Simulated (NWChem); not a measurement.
Molecule: C$_{2}$H$_{3}$FN$_{2}$Si; SMILES N1[SiH](F)N=CC=1

```xyz
9

F     -0.5774     1.9738     0.0000
Si     0.4079     0.7086     0.0000
N      0.0579    -0.3999     1.3528
C     -0.2369    -1.4979     0.7681
C     -0.2369    -1.4979    -0.7681
N      0.0579    -0.3999    -1.3528
H      1.8051     1.1849     0.0000
H     -0.4769    -2.4120     1.3224
H     -0.4769    -2.4120    -1.3224
```
Atoms are numbered in this order, from 1.

Program: NWChem. Pople sets run with spherical d functions. All runs use the structure optimised with B3LYP/6-31G* (spherical d). Level: B3LYP/6-31G* with SMD (1 M gas to 1 M solution), gas-phase geometry. Reactions with the solvent are ignored.

For solvent water:

```
Item                                         Value
-------------------------------------------  -----
solvation free energy (kcal/mol)              -5.0
cavity-dispersion-structure term (kcal/mol)    2.1
dipole in solution (D)                        3.33
```

Estimate the same quantities for solvent toluene.


- solvation free energy (kcal/mol) = -3.6
- cavity-dispersion-structure term (kcal/mol) = 0.2
- dipole in solution (D) = 2.83
